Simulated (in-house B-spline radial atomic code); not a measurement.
Configurations of Pm⁺, with energies counted from [Xe] 4f5 6s1. Method: scalar-relativistic (X2C) PBEsol, spin-polarised, spherical fractional occupations, Fermi nucleus of rms radius 4.962 fm. Calculated with a B-spline radial code for spherical atoms. Shells without spins written out take the highest spin.

Occupations are held fixed; configurations that lie above the ionisation limit could autoionise.

```
                                                                    configuration  E - E(ref) (eV)  highest orbital  its <r> (bohr)
                                                                 [Xe] 4f4 5d1 6s1           3.5339            5d up           2.593
                                           [Xe] 4f(3 up, 2 down) 6s(1 up, 0 down)           4.0029          4f down           1.052
                                                                 [Xe] 4f4 6s1 7d1           13.501            7d up           12.24
[Kr] 4d10 4f(3 up, 2 down) 5s2 5p(3 up, 2 down) 6s(1 up, 0 down) 7f(1 up, 0 down)           35.909            7f up            20.5
 [Kr] 4d(4 up, 5 down) 4f(0 up, 5 down) 5s2 5p6 6s(1 up, 0 down) 7d(0 up, 1 down)           131.54          7d down           12.45
                                                     [Kr] 4d9 4f5 5s2 5p6 6s1 6f1           131.65            6f up           13.23
 [Kr] 4d(5 up, 4 down) 4f(3 up, 2 down) 5s2 5p6 6s(0 up, 1 down) 7f(1 up, 0 down)           138.89            7f up           21.05
```

(1) Order these further configurations by energy, lowest first.
A. [Kr] 4d10 4f5 5s2 5p5 6s1 7f1
B. [Xe] 4f4 6s1 7p1
C. [Kr] 4d9 4f5 5s2 5p6 6s1 7p1
D. [Xe] 4f4 6s1 7s1
E. [Xe] 4f5 7f1

(2) How far above the reference does [Xe] 4f5 6f1 lie?

(3) How far above the reference does [Xe] 4f4 6s1 7f1 lie?

(4) How far above the reference does [Kr] 4d(5 up, 4 down) 4f(5 up, 0 down) 5s2 5p6 6s(1 up, 0 down) 6p(1 up, 0 down) lie?

## Answers

(1) E (9.4219 eV), D (10.882 eV), B (12.008 eV), A (30.923 eV), C (129.62 eV).

(2) 8.7419 eV; its least bound orbital is 6f up with <r> = 14.74 bohr.

(3) 14.819 eV; its least bound orbital is 7f up with <r> = 20.43 bohr.

(4) 124.74 eV; its least bound orbital is 6p up with <r> = 4.374 bohr.
